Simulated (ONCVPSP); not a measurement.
holmium (Ho): ONCV pseudisation with PBE, fully relativistic reference atom.

ONCVPSP 4.0.1 was run on this input:

```
# ATOM AND REFERENCE CONFIGURATION
# atsym  z   nc   nv     iexc    psfile
  Ho 67.00   10    5        4      upf
#
#   n    l    f
    1    0    2.00
    2    0    2.00
    2    1    6.00
    3    0    2.00
    3    1    6.00
    3    2   10.00
    4    0    2.00
    4    1    6.00
    4    2   10.00
    4    3   10.00
    5    0    2.00
    5    1    6.00
    5    2    1.00
    6    0    1.00
    6    1    1.00
#
# PSEUDOPOTENTIAL AND OPTIMIZATION
# lmax
    2
#
#   l,   rc,      ep,       ncon, nbas, qcut
    0    2.15    0.00    4    8    7.10
    1    2.90    0.00    4    9    5.00
    2    3.00    0.00    4    8    5.20
#
# LOCAL POTENTIAL
# lloc, lpopt,  rc(5),   dvloc0
    4    5    1.35    0.00
#
# VANDERBILT-KLEINMAN-BYLANDER PROJECTORs
# l, nproj, debl
    0    2    2.30
    1    2    2.60
    2    2    2.20
#
# MODEL CORE CHARGE
# icmod, fcfact, rcfact
    0    0.00    0.00
#
# LOG DERIVATIVE ANALYSIS
# epsh1, epsh2, depsh
   -4.00    5.00    0.02
#
# OUTPUT GRID
# rlmax, drl
    6.00    0.01
#
# TEST CONFIGURATIONS
# ncnf
    4
# nvcnf
#   n    l    f
    5
    5    0    2.00
    5    1    6.00
    5    2    1.00
    6    0    2.00
    6    1    0.00
#
    5
    5    0    2.00
    5    1    6.00
    5    2    1.00
    6    0    1.00
    6    1    0.00
#
    5
    5    0    2.00
    5    1    6.00
    5    2    1.00
    6    0    0.00
    6    1    0.00
#
    5
    5    0    2.00
    5    1    6.00
    5    2    1.00
    6    0    0.00
    6    1    1.00
#
```

Command:

```bash
oncvpspr.x < Ho.dat > Ho.out
```

Resulting log (shortened: citation, most of the input echo, consistency checks and plot data are left out):

```
ONCVPSP  (Optimized Norm-Conservinng Vanderbilt PSeudopotential)
relativistic version 4.0.1

#   n    l    f        energy (Ha)
    1    0    2.00    -2.0375608D+03
    2    0    2.00    -3.4087986D+02
    2    1    6.00    -2.9293046D+02    -3.2442214D+02
    3    0    2.00    -7.6399358D+01
    3    1    6.00    -6.2629193D+01    -6.9206146D+01
    3    2   10.00    -4.8872811D+01    -5.0309334D+01
    4    0    2.00    -1.5349802D+01
    4    1    6.00    -1.1013391D+01    -1.2493102D+01
    4    2   10.00    -6.0423969D+00    -6.3117449D+00
    4    3   10.00    -3.7586557D-01    -4.1418654D-01
    5    0    2.00    -2.0459138D+00
    5    1    6.00    -1.0632825D+00    -1.2593349D+00
    5    2    1.00    -1.1482278D-01    -1.2653943D-01
    6    0    1.00    -1.8793727D-01
    6    1    1.00    -6.8014325D-02    -7.9276443D-02

Reference configufation results
  iterations    38
  all-electron total energy (Ha)   -1.26281792D+04

Begin loop to  construct optimized pseudo wave functions
and semi-local pseudopoentials for all angular momenta

Calculating optimized projector #   1

 for l=   0

    Fraction of norm inside rc  0.967451
    Optimizing pswf for qcut=   7.11 a_B^-1,  ecut=  25.26 Ha
    Residual kinetic energy error=  2.06D-08 Ha

    Energy error per electron        Cutoff
         Ha          eV             Ha
         0.01000     0.27211       10.39
         0.00100     0.02721       14.25
         0.00010     0.00272       17.29
         0.00001     0.00027       19.71

Calculating optimized projector #   2

 for l=   0

    Fraction of norm inside rc  0.077640
    Optimizing pswf for qcut=   7.11 a_B^-1,  ecut=  25.26 Ha
    Residual kinetic energy error=  1.75D-08 Ha

    Energy error per electron        Cutoff
         Ha          eV             Ha
         0.01000     0.27211        7.77
         0.00100     0.02721       13.02
         0.00010     0.00272       16.75
         0.00001     0.00027       19.69

Calculating optimized projector #   1

 for l=   1

    Fraction of norm inside rc  0.981542
    Optimizing pswf for qcut=   5.00 a_B^-1,  ecut=  12.48 Ha
    Residual kinetic energy error=  1.02D-07 Ha

    Energy error per electron        Cutoff
         Ha          eV             Ha
         0.01000     0.27211        5.92
         0.00100     0.02721        7.73
         0.00010     0.00272        9.19
         0.00001     0.00027       10.43

Calculating optimized projector #   2

 for l=   1

    Fraction of norm inside rc  0.069683
    Optimizing pswf for qcut=   5.00 a_B^-1,  ecut=  12.48 Ha
    Residual kinetic energy error=  6.64D-09 Ha

    Energy error per electron        Cutoff
         Ha          eV             Ha
         0.01000     0.27211        3.80
         0.00100     0.02721        5.97
         0.00010     0.00272        7.71
         0.00001     0.00027        9.09

Calculating optimized projector #   1

 for l=   1

    Fraction of norm inside rc  0.989850
    Optimizing pswf for qcut=   5.00 a_B^-1,  ecut=  12.48 Ha
    Residual kinetic energy error=  2.67D-07 Ha

    Energy error per electron        Cutoff
         Ha          eV             Ha
         0.01000     0.27211        6.44
         0.00100     0.02721        8.25
         0.00010     0.00272        9.68
         0.00001     0.00027       10.80

Calculating optimized projector #   2

 for l=   1

    Fraction of norm inside rc  0.097192
    Optimizing pswf for qcut=   5.00 a_B^-1,  ecut=  12.48 Ha
    Residual kinetic energy error=  4.76D-08 Ha

    Energy error per electron        Cutoff
         Ha          eV             Ha
         0.01000     0.27211        4.52
         0.00100     0.02721        6.69
         0.00010     0.00272        8.50
         0.00001     0.00027       10.04

   Wellstate for l =  2  n =  8 kap= -3
     eigenvalue =   2.0852
     asymptotic potential =   2.5852
     half-point radius =  5.5277

Calculating optimized projector #   1

 for l=   2

    Fraction of norm inside rc  0.659570
    Optimizing pswf for qcut=   5.20 a_B^-1,  ecut=  13.50 Ha
    Residual kinetic energy error=  1.18D-07 Ha

    Energy error per electron        Cutoff
         Ha          eV             Ha
         0.01000     0.27211        6.05
         0.00100     0.02721        8.18
         0.00010     0.00272        9.94
         0.00001     0.00027       11.20

Calculating optimized projector #   2

 for l=   2

    Fraction of norm inside rc  0.213776
    Optimizing pswf for qcut=   5.20 a_B^-1,  ecut=  13.50 Ha
    Residual kinetic energy error=  3.32D-06 Ha

    Energy error per electron        Cutoff
         Ha          eV             Ha
         0.01000     0.27211        8.05
         0.00100     0.02721       10.06
         0.00010     0.00272       11.47
         0.00001     0.00027       13.24

   Wellstate for l =  2  n =  8 kap=  2
     eigenvalue =   2.0735

Calculating optimized projector #   1

 for l=   2

    Fraction of norm inside rc  0.690850
    Optimizing pswf for qcut=   5.20 a_B^-1,  ecut=  13.50 Ha
    Residual kinetic energy error=  1.53D-07 Ha

    Energy error per electron        Cutoff
         Ha          eV             Ha
         0.01000     0.27211        6.26
         0.00100     0.02721        8.35
         0.00010     0.00272       10.14
         0.00001     0.00027       11.34

Calculating optimized projector #   2

 for l=   2

    Fraction of norm inside rc  0.215319
    Optimizing pswf for qcut=   5.20 a_B^-1,  ecut=  13.50 Ha
    Residual kinetic energy error=  4.67D-06 Ha

    Energy error per electron        Cutoff
         Ha          eV             Ha
         0.01000     0.27211        8.18
         0.00100     0.02721       10.21
         0.00010     0.00272       11.63
         0.00001     0.00027       13.60

Construct Vanderbilt / Kleinmman-Bylander projectors

B matrix Hermiticity error, ll=  0  kap= -1
   1   2    1.7255D-04

  Orthonormal projector coefficients  9.5207E+00  1.3536E+00

B matrix Hermiticity error, ll=  1  kap= -2
   1   2    4.9934D-05

  Orthonormal projector coefficients  5.2705E+00  5.6522E-01

B matrix Hermiticity error, ll=  1  kap=  1
   1   2    6.7621D-05

  Orthonormal projector coefficients  7.8022E+00  1.5163E+00

B matrix Hermiticity error, ll=  2  kap= -3
   1   2    8.7584D-05

  Orthonormal projector coefficients  2.5542E+00 -2.5414E+00

B matrix Hermiticity error, ll=  2  kap=  2
   1   2    9.2486D-05

  Orthonormal projector coefficients  2.9024E+00 -1.3235E+00

 Orthonormal scalar projector coefficients, l =  1
  5.9314E+00  1.0264E+00  3.8735E-02  1.4783E-04

 Orthonormal spin-orbit projector coefficients, l =  1
 -2.6515E+00  2.6735E-01  6.5245E-02 -3.0148E-03

 Orthonormal scalar projector coefficients, l =  2
  2.6636E+00 -2.0218E+00 -2.6005E-03  1.9027E-05

 Orthonormal spin-orbit projector coefficients, l =  2
 -6.7112E-01  3.5891E-02  9.3411E-03 -5.2631E-04

Pseudoatom total energy  -38.918231

Diagnostic tests using Vanderbilt-Kleinman-Bylander pseudopotentials
  relativistic with J = L +/- 1/2 projectors

   l  kap   rcore       rmatch      e in        delta e    norm test   slope test

   0  -1   2.1570026   2.2224939  -2.0459138   0.0000012   1.0001516   1.0001413
   0  -1   2.1570026   2.2224939  -0.1879373   0.0000014   1.0000245   1.0000200

   1  -2   2.9090401   2.9973649  -1.0632825   0.0000005   1.0000999   1.0000953
   1   1   2.9090401   2.9973649  -1.2593349   0.0000015   1.0000917   1.0000835
   1  -2   2.9090401   2.9973649  -0.0680143   0.0000003   1.0000113   1.0000086
   1   1   2.9090401   2.9973649  -0.0792764   0.0000011   1.0000167   1.0000134

   2  -3   3.0153491   3.1069016  -0.1148228  -0.0000009   1.0000275   1.0000294
   2   2   3.0153491   3.1069016  -0.1265394   0.0000001   1.0000271   1.0000203
   2  -3   3.0153491   3.1069016   2.0851772   0.0000025   0.9999431   0.9999431
   2   2   3.0153491   3.1069016   2.0758962   0.0000045   1.0000361   1.0000361

Diagnostic tests using Vanderbilt-Kleinman-Bylander pseudopotentials
  relativistic with scalar and spin-orbit non-local projectors

   l  kap   rcore       rmatch      e in        delta e    norm test   slope test

   0  -1   2.1570026   2.2224939  -2.0459138   0.0000012   1.0001516   1.0001413
   0  -1   2.1570026   2.2224939  -0.1879373   0.0000014   1.0000245   1.0000200

   1  -2   2.9090401   2.9973649  -1.0632825  -0.0000069   1.0000825   1.0000734
   1   1   2.9090401   2.9973649  -1.2593349  -0.0000037   1.0000727   1.0000619
   1  -2   2.9090401   2.9973649  -0.0680143  -0.0000008   0.9999962   1.0000203
   1   1   2.9090401   2.9973649  -0.0792764  -0.0000010   0.9999950   1.0000432

   2  -3   3.0153491   3.1069016  -0.1148228   0.0008482   0.9992468   1.0067077
   2   2   3.0153491   3.1069016  -0.1265394   0.0007452   0.9990309   1.0045816
   2  -3   3.0153491   3.1069016   2.0851772   0.0001785   1.0000751   1.0000751
   2   2   3.0153491   3.1069016   2.0758962  -0.0000829   1.0002199   1.0002199

Ghost test for J = L + 1/2

 Testing for bound ghosts
   n   l    E NL Schr. Eq   E Basis Diag.   E Cutoff

   1   0       -2.045913       -2.045912     56.94
   2   0       -0.187936       -0.164464     56.94

   2   1       -1.063282       -1.063281     47.10
   3   1       -0.068014       -0.051664     47.10

   3   2       -0.114824       -0.114049     37.89

 Testing for highly-localized positive-energy ghosts
       l    <radius>/rc     E Basis Diag.   E Cutoff

       0        0.472645        3.493398     56.94  WARNING - GHOST(+)

       2        0.776700        3.916457     37.89  WARNING - GHOST(+)

Ghost test for J = L - 1/2

 Testing for bound ghosts
   n   l    E NL Schr. Eq   E Basis Diag.   E Cutoff

   1   0       -2.045913       -2.045912     56.94
   2   0       -0.187936       -0.164464     56.94

   2   1       -1.259333       -1.259333     47.10
   3   1       -0.079275       -0.066946     47.10

   3   2       -0.126539       -0.125962     37.89

 Testing for highly-localized positive-energy ghosts
       l    <radius>/rc     E Basis Diag.   E Cutoff

       0        0.472645        3.493398     56.94  WARNING - GHOST(+)

Test configuration 0

   n   l kap    f        eae           eps        diff
   1   0  -1  2.0000-2037.56079008
   2   0  -1  2.0000 -340.87986477
   2   1  -2  4.0000 -292.93045799
   2   1   1  2.0000 -324.42213866
   3   0  -1  2.0000  -76.39935807
   3   1  -2  4.0000  -62.62919348
   3   1   1  2.0000  -69.20614592
   3   2  -3  6.0000  -48.87281107
   3   2   2  4.0000  -50.30933383
   4   0  -1  2.0000  -15.34980159
   4   1  -2  4.0000  -11.01339132
   4   1   1  2.0000  -12.49310183
   4   2  -3  6.0000   -6.04239694
   4   2   2  4.0000   -6.31174491
   4   3  -4  5.7143   -0.37586557
   4   3   3  4.2857   -0.41418654
   5   0  -1  2.0000   -2.04591378   -2.04591257    1.20E-06
   5   1  -2  4.0000   -1.06328251   -1.06328204    4.65E-07
   5   1   1  2.0000   -1.25933493   -1.25933344    1.49E-06
   5   2  -3  0.6000   -0.11482278   -0.11482371   -9.25E-07
   5   2   2  0.4000   -0.12653943   -0.12653935    7.90E-08
   6   0  -1  1.0000   -0.18793727   -0.18793587    1.40E-06
   6   1  -2  0.6667   -0.06801433   -0.06801407    2.60E-07
   6   1   1  0.3333   -0.07927644   -0.07927538    1.06E-06

    Total energies and differences
      AE_ref= -1.26281792E+04  AE_tst= -1.26281792E+04  dif=  0.00E+00
      PS_ref= -3.89182311E+01  PS_tst= -3.89182311E+01  dif= -4.48E-13
      PSP excitation error=  4.48E-13

Test configuration 1

   n   l kap    f        eae           eps        diff
   1   0  -1  2.0000-2037.51037979
   2   0  -1  2.0000 -340.83012115
   2   1  -2  4.0000 -292.88071791
   2   1   1  2.0000 -324.37236561
   3   0  -1  2.0000  -76.34978452
   3   1  -2  4.0000  -62.57962211
   3   1   1  2.0000  -69.15656393
   3   2  -3  6.0000  -48.82323613
   3   2   2  4.0000  -50.25975611
   4   0  -1  2.0000  -15.30007454
   4   1  -2  4.0000  -10.96363922
   4   1   1  2.0000  -12.44337235
   4   2  -3  6.0000   -5.99264808
   4   2   2  4.0000   -6.26200112
   4   3  -4  5.7143   -0.32614717
   4   3   3  4.2857   -0.36445417
   5   0  -1  2.0000   -1.99567603   -1.99432887    1.35E-03
   5   1  -2  4.0000   -1.01360206   -1.01266291    9.39E-04
   5   1   1  2.0000   -1.20934681   -1.20822620    1.12E-03
   5   2  -3  0.6000   -0.07667106   -0.07655788    1.13E-04
   5   2   2  0.4000   -0.08740605   -0.08726172    1.44E-04
   6   0  -1  2.0000   -0.15943159   -0.15948803   -5.64E-05
   6   1  -2  0.0000   -0.04620168   -0.04620168    0.00E+00
   6   1   1  0.0000   -0.05622253   -0.05622253    0.00E+00

    Total energies and differences
      AE_ref= -1.26281792E+04  AE_tst= -1.26282922E+04  dif= -1.13E-01
      PS_ref= -3.89182311E+01  PS_tst= -3.90313675E+01  dif= -1.13E-01
      PSP excitation error=  5.71E-05

Test configuration 2

   n   l kap    f        eae           eps        diff
   1   0  -1  2.0000-2037.75123128
   2   0  -1  2.0000 -341.06958772
   2   1  -2  4.0000 -293.12023694
   2   1   1  2.0000 -324.61197300
   3   0  -1  2.0000  -76.58884614
   3   1  -2  4.0000  -62.81868630
   3   1   1  2.0000  -69.39565135
   3   2  -3  6.0000  -49.06229029
   3   2   2  4.0000  -50.49881706
   4   0  -1  2.0000  -15.53923768
   4   1  -2  4.0000  -11.20282827
   4   1   1  2.0000  -12.68253916
   4   2  -3  6.0000   -6.23180483
   4   2   2  4.0000   -6.50115647
   4   3  -4  5.7143   -0.56516973
   4   3   3  4.2857   -0.60349635
   5   0  -1  2.0000   -2.23497335   -2.23552808   -5.55E-04
   5   1  -2  4.0000   -1.25266498   -1.25306958   -4.05E-04
   5   1   1  2.0000   -1.44859937   -1.44902870   -4.29E-04
   5   2  -3  0.6000   -0.29606616   -0.29616429   -9.81E-05
   5   2   2  0.4000   -0.30890538   -0.30902612   -1.21E-04
   6   0  -1  1.0000   -0.35516135   -0.35496725    1.94E-04
   6   1  -2  0.0000   -0.21042701   -0.21042701    0.00E+00
   6   1   1  0.0000   -0.22709743   -0.22709743    0.00E+00

    Total energies and differences
      AE_ref= -1.26281792E+04  AE_tst= -1.26280371E+04  dif=  1.42E-01
      PS_ref= -3.89182311E+01  PS_tst= -3.87762368E+01  dif=  1.42E-01
      PSP excitation error=  9.17E-05

Test configuration 3

   n   l kap    f        eae           eps        diff
   1   0  -1  2.0000-2038.03621109
   2   0  -1  2.0000 -341.35249369
   2   1  -2  4.0000 -293.40323513
   2   1   1  2.0000 -324.89511536
   3   0  -1  2.0000  -76.87068566
   3   1  -2  4.0000  -63.10052974
   3   1   1  2.0000  -69.67755047
   3   2  -3  6.0000  -49.34418498
   3   2   2  4.0000  -50.78073203
   4   0  -1  2.0000  -15.82133920
   4   1  -2  4.0000  -11.48503762
   4   1   1  2.0000  -12.96466720
   4   2  -3  6.0000   -6.51404248
   4   2   2  4.0000   -6.78337520
   4   3  -4  5.7143   -0.84705087
   4   3   3  4.2857   -0.88542589
   5   0  -1  2.0000   -2.51723288   -2.52129612   -4.06E-03
   5   1  -2  4.0000   -1.53282882   -1.53560370   -2.77E-03
   5   1   1  2.0000   -1.72977526   -1.73294169   -3.17E-03
   5   2  -3  0.6000   -0.55101014   -0.55133742   -3.27E-04
   5   2   2  0.4000   -0.56593395   -0.56636826   -4.34E-04
   6   0  -1  0.0000   -0.57462616   -0.57462616    0.00E+00
   6   1  -2  0.0000   -0.39805759   -0.39805759    0.00E+00
   6   1   1  0.0000   -0.42186976   -0.42186976    0.00E+00

    Total energies and differences
      AE_ref= -1.26281792E+04  AE_tst= -1.26275742E+04  dif=  6.05E-01
      PS_ref= -3.89182311E+01  PS_tst= -3.83139680E+01  dif=  6.04E-01
      PSP excitation error=  7.24E-04

Test configuration 4

   n   l kap    f        eae           eps        diff
   1   0  -1  2.0000-2037.80041993
   2   0  -1  2.0000 -341.11813038
   2   1  -2  4.0000 -293.16876250
   2   1   1  2.0000 -324.66052741
   3   0  -1  2.0000  -76.63714899
   3   1  -2  4.0000  -62.86698512
   3   1   1  2.0000  -69.44396416
   3   2  -3  6.0000  -49.11061007
   3   2   2  4.0000  -50.54714123
   4   0  -1  2.0000  -15.58776685
   4   1  -2  4.0000  -11.25140084
   4   1   1  2.0000  -12.73107476
   4   2  -3  6.0000   -6.28039384
   4   2   2  4.0000   -6.54973533
   4   3  -4  5.7143   -0.61369336
   4   3   3  4.2857   -0.65203978
   5   0  -1  2.0000   -2.28409179   -2.28626448   -2.17E-03
   5   1  -2  4.0000   -1.30063699   -1.30214100   -1.50E-03
   5   1   1  2.0000   -1.49712743   -1.49887291   -1.75E-03
   5   2  -3  0.6000   -0.33336894   -0.33358409   -2.15E-04
   5   2   2  0.4000   -0.34692340   -0.34719115   -2.68E-04
   6   0  -1  0.0000   -0.38249541   -0.38249541    0.00E+00
   6   1  -2  0.6667   -0.23475025   -0.23466473    8.55E-05
   6   1   1  0.3333   -0.25194496   -0.25180480    1.40E-04

    Total energies and differences
      AE_ref= -1.26281792E+04  AE_tst= -1.26278964E+04  dif=  2.83E-01
      PS_ref= -3.89182311E+01  PS_tst= -3.86355919E+01  dif=  2.83E-01
      PSP excitation error=  1.13E-04
```

The run took about 9.6 s on one core of a shared server CPU.
